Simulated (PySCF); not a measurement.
Atom-mapped SMILES (the numbers label the heavy atoms): `[CH3:1][CH2:2][CH2:3][C:4]([F:5])=[C:6]([F:7])[F:8]`; H(Xn) means a hydrogen on atom n.

[PySCF 2.14: NMR shieldings at PBE0/pcSseg-1/GIAO; coordinates at the GFN2-xTB level; one computed conformer; isolated molecule; fast rotation and ring inversion assumed for equivalent nuclei; non-relativistic Hamiltonian]

Question: Predict the 2D correlation tables (HSQC, COSY, HMBC).

Answer: 

HSQC (one-bond C–H):
```tsv
δH	δC
2.24 (H(C3))	34.2 (C3)
1.66 (H(C2))	26.4 (C2)
1.12 (H(C1))	16.7 (C1)
```

COSY cross peaks (H two or three bonds apart, from the bond graph; peaks can be absent where the dihedral angle is near 90°):
```tsv
δH	δH
2.24 (H(C3))	1.66 (H(C2))
1.66 (H(C2))	1.12 (H(C1))
```

HMBC (two and three bonds, from the bond graph):
```tsv
δH	δC
2.24 (H(C3))	166.3 (C6), 139.9 (C4), 26.4 (C2), 16.7 (C1)
1.66 (H(C2))	139.9 (C4), 34.2 (C3), 16.7 (C1)
1.12 (H(C1))	34.2 (C3), 26.4 (C2)
```

Chemical shifts δ = σref − σ; 1H (31.72 ppm) and 13C (186.93 ppm) against TMS, all at this level.

Short H···H contacts in this conformer between protons four or more bonds apart (candidates for NOE cross peaks, intensity ∝ r⁻⁶): H(C1)···H(C3) 2.54 Å.

Shifts are as computed. Against solution values, carbons near 30 ppm lie about +3 ppm off and those near 130 ppm about +5 ppm. Of 1211 compounds with measured shifts, 218 miss one by over three times the rms of a fit or turn the order of signals round; such compounds aren't used in these exercises.
